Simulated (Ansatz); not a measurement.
`BC(=C)Cl` and `C=C(Cl)O[SiH3]` differ in one atom or group.

Ansatz, PBE0-D4/def2-TZVP geometries, multiplicity 1. Each molecule was computed in one conformer, which needn't be the lowest.

```json
{"property": "LUMO energy (ωB97M-V/def2-TZVPP) / eV", "`BC(=C)Cl`": "-0.44"}
{"property": "HOMO–LUMO gap (PBE/def2-TZVPP) / eV", "`BC(=C)Cl`": "3.31"}
{"property": "HOMO–LUMO gap (ωB97M-V/def2-TZVPP) / eV", "`BC(=C)Cl`": "9.59"}
{"property": "HOMO–LUMO gap (B3LYP/def2-TZVPP) / eV", "`BC(=C)Cl`": "4.96"}
{"property": "HOMO–LUMO gap (PBE0/def2-TZVPP) / eV", "`BC(=C)Cl`": "5.40"}
{"property": "LUMO energy (PBE0/def2-TZVPP) / eV", "`BC(=C)Cl`": "-2.48"}
```

(1) What does the change do to each property? (Best estimate.)

Results:

(1) The calculation gave: 
```
                               property  `C=C(Cl)O[SiH3]`  shift
  LUMO energy (ωB97M-V/def2-TZVPP) / eV              1.75   2.19
    HOMO–LUMO gap (PBE/def2-TZVPP) / eV              4.94   1.63
HOMO–LUMO gap (ωB97M-V/def2-TZVPP) / eV             10.96   1.37
  HOMO–LUMO gap (B3LYP/def2-TZVPP) / eV              6.60   1.64
   HOMO–LUMO gap (PBE0/def2-TZVPP) / eV              7.03   1.63
     LUMO energy (PBE0/def2-TZVPP) / eV              0.03   2.51
```

With PBE0 the HOMO rises by 0.88 eV and the LUMO rises by 2.51 eV, so the gap widens by about 1.63 eV. PBE moves the HOMO by 0.94 eV and ωB97M-V by 0.83 eV.

B3LYP here is the variant with VWN-RPA as its local correlation; programs differ in this.
